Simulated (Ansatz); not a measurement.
Reaction (ligand exchange at the Si–N bond): `C=C[SiH2]N[SiH2]O` + `[AsH3]` → `O[SiH2][AsH2]` + `C=C[SiH2]N`

Calculated with Ansatz (gas phase, PBE0-D4/def2-TZVP geometries, no zero-point term in ΔE). CBS: MP2 limit from def2 TZ/QZ plus the TZ coupled-cluster correction, frozen cores. DFT in def2-TZVPP. B3LYP here is the variant with VWN-RPA as its local correlation; programs differ in this. For As outer-core shells are correlated without core-valence functions, which leaves a few kJ/mol of doubt a bond. Scalar relativity is left out up to krypton. One conformer a species, not always the lowest.

**Question.** Is it downhill or uphill in electronic energy at CCSD(T)/CBS, and by how much? (An estimate is asked.)

**Answer.** Ansatz gave: Uphill: ΔE = +0.53 eV.

**Question.** What do these levels give: r2SCAN-D4, PBE0-D4, B3LYP-D4, r2SCAN, MP2/def2-TZVPP, HF/CBS(def2)? (Estimate.)

**Answer.** Computed: r2SCAN-D4 0.50, PBE0-D4 0.44, B3LYP-D4 0.54, r2SCAN 0.48, MP2/def2-TZVPP 0.56, HF/CBS(def2) 0.60 eV.

Largest T1 diagnostic among the species: 0.011.

From PBE to PBE0 (25 % exact exchange), in def2-TZVPP and without D4, ΔE moves by +0.04 eV. The D4 term adds +0.08 eV with B3LYP and +0.05 eV with PBE0; it sums over pairs of atoms, weighted by their polarisabilities, and B3LYP, whose exchange is more repulsive, gets the larger term.
